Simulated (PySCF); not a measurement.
# One molecule, several mistakes: Al2B2H6

All numbers below are calculated, not measured. The program is PySCF 2.14.0, an open-source quantum chemistry code, run on an isolated molecule that a program drew, which may never have been made. The molecule is Al2B2H6 (charge 0, singlet), drawn as the SMILES string `B[BH][AlH][AlH2]`.

Each row is a Hartree-Fock (HF) and frozen-core CCSD(T) single point in the cc-pV(D+d)Z basis, meant for a local HF minimum. Run 1 is clean. Each other run has one planted mistake out of seven kinds, and not every kind appears here: one electron removed, one electron added, multiplicity raised by two, geometry at a saddle point, minimal basis STO-3G, one bond length entered in bohr, all coordinates scaled. The reference is restricted for singlets and unrestricted otherwise, and also for a bond in bohr. Adding or removing an electron swaps singlet and doublet. Electrons count all cores. HOMO and LUMO are orbital energies over both spins, the gradient is its largest component, and the lowest frequency (negative if imaginary) is given only where the gradient is small. Bond lengths are over the 9 bonds as drawn. T1 is the CCSD diagnostic: over 0.02 (restricted) or 0.045 (unrestricted) a single reference is doubtful.

Geometry of the clean run:
```xyz
10
Al2B2H6, angstrom
B     1.7716   -0.7080    0.1468
B     0.2805   -0.3295   -0.4777
Al   -1.5111   -0.0128    0.6773
Al   -3.2233   -1.9134    1.2925
H     2.5603    0.1466    0.4609
H     2.0980   -1.8504    0.3509
H     0.1466   -0.2305   -1.6755
H    -1.8074    1.4838    1.1422
H    -3.1109   -2.7410    2.6456
H    -4.4313   -2.3053    0.3360
```

```
run,electrons,basis functions,<S^2>,HOMO (eV),LUMO (eV),gradient (hartree/bohr),lowest frequency (cm^-1),mean bond (Å),longest bond (Å),T1,HF (hartree),CCSD(T) (hartree),mistake
1,42,104,0.000,-8.78,0.57,3.0e-05,61,1.6490,2.631,0.0165,-536.61694,-536.98036,no fault
2,42,104,0.814,-8.42,0.51,1.2e-02,-,1.8131,3.138,0.0464,-536.49126,-536.83824,one bond length entered in bohr
3,43,104,0.773,-0.48,4.79,1.4e-02,-,1.6490,2.631,0.0449,-536.61426,-536.99989,?
4,41,104,0.832,-14.67,-6.77,3.7e-02,-,1.6490,2.631,0.0251,-536.33158,-536.67148,?
```

**Which mistake was planted in run 3, and what did it cost?**

It counts 43 electrons, one more than the clean run, at the same geometry and basis. So the mistake is: one electron added. Subtracting run 1 and multiplying by 627.51 kcal/mol a hartree, the energy moved by 1.7 kcal/mol in HF and -12.3 kcal/mol in CCSD(T).

**Which mistake was planted in run 4, and what did it cost?**

It counts 41 electrons, one fewer than the clean run, at the same geometry and basis. So the mistake is: one electron removed. Subtracting run 1 and multiplying by 627.51 kcal/mol a hartree, the energy moved by 179.1 kcal/mol in HF and 193.8 kcal/mol in CCSD(T).

Cautions from the logs. Run 2: T1 is over the limit, so its CCSD(T) energy is less reliable.
